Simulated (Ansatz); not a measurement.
`BCCBC` + `N=C(N)F` → `BNC(=N)F` + `CBCC`  (ligand exchange at a B–C bond)

Gas-phase electronic energies from Ansatz, PBE0-D4/def2-TZVP geometries. CBS: MP2 limit from def2 TZ/QZ plus the TZ coupled-cluster correction, frozen cores. DFT in def2-TZVPP. B3LYP here is the variant with VWN-RPA as its local correlation; programs differ in this. HSE06 is defined as in plane-wave codes. Each species was taken in one conformer, which may not be the lowest.

`BCCBC`:

```xyz
15

B     1.833    0.478   -1.607
C     1.166    0.081   -0.271
C    -0.321    0.278   -0.671
B    -1.414   -0.052    0.400
C    -1.130   -0.594    1.828
H     1.995   -0.335   -2.474
H     2.074    1.628   -1.850
H     1.397    0.732    0.575
H     1.320   -0.957    0.034
H    -0.515    1.314   -0.995
H    -0.580   -0.313   -1.564
H    -2.557    0.096    0.053
H    -0.098   -0.496    2.170
H    -1.811   -0.187    2.579
H    -1.359   -1.671    1.793
```

`N=C(N)F`:

Cartesian coordinates in Å:
```
N 0.428 -1.096 -0.743
C -0.170 -0.256 -0.033
N 0.171 1.046 0.124
F -1.295 -0.521 0.665
H -0.054 -1.987 -0.754
H 1.088 1.295 -0.203
H -0.168 1.519 0.943
```

`BNC(=N)F`:

```xyz
9

B    -1.411   -0.063   -0.642
N    -0.443   -0.396    0.325
C     0.862    0.047    0.381
N     1.425    0.817   -0.418
F     1.466   -0.492    1.462
H    -2.489   -0.556   -0.510
H    -1.125    0.676   -1.527
H    -0.674   -1.021    1.082
H     2.389    0.988   -0.153
```

`CBCC`:

Cartesian coordinates in Å:
```
C 0.740 -1.384 0.776
B 1.074 -0.184 -0.159
C 0.051 0.888 -0.650
C -1.403 0.768 -0.215
H 1.133 -1.115 1.769
H 1.278 -2.295 0.501
H -0.322 -1.607 0.900
H 2.219 -0.042 -0.508
H 0.128 0.904 -1.749
H 0.461 1.871 -0.371
H -1.842 -0.176 -0.549
H -2.020 1.574 -0.618
H -1.497 0.798 0.874
```

```tsv
level	ΔE (kJ/mol)	difference from CCSD(T)/CBS
LDA (SPW92)	-124.9	2.7
PBE-D4	-123.5	4.1
revPBE-D4	-122.5	5.1
BLYP-D4	-130.0	-2.4
r2SCAN-D4	-123.6	4.0
B97M-V	-124.5	3.1
PBE0-D4	-123.8	3.8
B3LYP-D4	-130.2	-2.6
r2SCANh-D4	-124.0	3.6
r2SCAN0-D4	-124.4	3.2
HSE06-D4	-123.8	3.8
BHLYP-D4	-131.2	-3.6
CAM-B3LYP-D4	-131.6	-4.0
ωB97X-V	-126.0	1.6
ωB97M-V	-127.0	0.6
B2PLYP	-130.5	-2.9
BLYP	-131.0	-3.4
r2SCAN	-123.9	3.7
B3LYP	-131.0	-3.4
r2SCANh	-124.2	3.4
r2SCAN0	-124.7	2.9
HSE06	-124.3	3.3
CAM-B3LYP	-132.2	-4.6
LC-ωPBE	-124.7	2.9
RPA@PBE/def2-TZVPP	-131.3	-3.7
HF/def2-SVP	-139.9	-12.3
MP2/def2-SVP	-141.2	-13.6
CCSD/def2-SVP	-143.7	-16.1
CCSD(T)/def2-SVP	-144.7	-17.1
HF/def2-TZVPP	-132.3	-4.7
MP2/def2-TZVPP	-127.4	0.2
SCS-MP2/def2-TZVPP	-129.5	-1.9
CCSD/def2-TZVPP	-129.6	-2.0
CCSD(T)/def2-TZVPP	-129.7	-2.1
HF/def2-QZVPP	-132.3	-4.7
MP2/def2-QZVPP	-126.1	1.5
SCS-MP2/def2-QZVPP	-128.4	-0.8
HF/CBS(def2)	-132.3	-4.7
MP2/CBS(def2)	-125.2	2.4
CCSD/CBS(def2)	-127.5	0.1
CCSD(T)/CBS	-127.6	0
```

Task: What do rigid-rotor, harmonic-oscillator terms from PBE0-D4/def2-TZVP frequencies (298.15 K, 1 bar) make of the CCSD(T)/CBS value? (Estimate.)

Result: The calculation gave: ΔZPE = +4.6 kJ/mol, ΔH = -124.1 kJ/mol, ΔS = -7 J/(mol·K), ΔG = -121.9 kJ/mol.

Largest T1 diagnostic among the species: 0.014.

At CCSD(T), def2-SVP lies −17.1 kJ/mol from the extrapolated value and def2-TZVPP −2.1 kJ/mol. Leaving LDA and LC-ωPBE aside and taking each functional with its dispersion term where it has one, the values spread over 9.1 kJ/mol, from CAM-B3LYP-D4 to revPBE-D4.
